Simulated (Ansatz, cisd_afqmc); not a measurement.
Species: AgCl, charge 0, singlet. AgCl (SMILES [Cl][Ag]).
B3LYP-D3(BJ)/def2-TZVP minimum from Ansatz (an electronic-structure program):
```
Ag
Cl 1 2.3078
```

Atomisation energy term by term, kcal/mol (programs: Ansatz, cisd_afqmc). UHF or UKS for unpaired electrons; spin-orbit terms are left out. Correlated methods leave the cores frozen (noble-gas shells, and filled d and f shells in the p block). Past Kr the def2 sets carry scalar-relativistic core potentials. The Monte Carlo rows (phaseless AFQMC, CISD trial, step 0.005/hartree) carry one-sigma bars that omit the constraint's bias. Outlying blocks are dropped, and bars are widened where a walk drifts. Over all cases where full CI ran beside it in this data, AFQMC minus full CI had a median of +0.1 mEh and passed +0.4 mEh in a tenth of the cases. CBS(X,Y): correlation extrapolated as X^-3, Hartree-Fock from the larger set. A bracket is a step between two methods taken in the basis named.

| term | basis | kcal/mol |
|---|---|---|
| Hartree-Fock | def2-QZVPP | 50.80 |
| CCSD correlation | CBS(def2-TZVPP,def2-QZVPP) | 20.78 |
| (T) | CBS(def2-TZVPP,def2-QZVPP) | 2.61 |
| CCSDT(Q) - CCSD(T) | def2-TZVPP | 0.06 |
| CCSDTQ - CCSDT(Q) | def2-SVP | -0.06 |
| sum: De |  | 74.2 |

The step beyond CCSD(T) by other levels: CCSDTQ in def2-SVP 0.18; AFQMC/CISD in def2-SVP 0.43 ± 0.22; CCSDT(Q) in def2-SVP 0.24 kcal/mol.
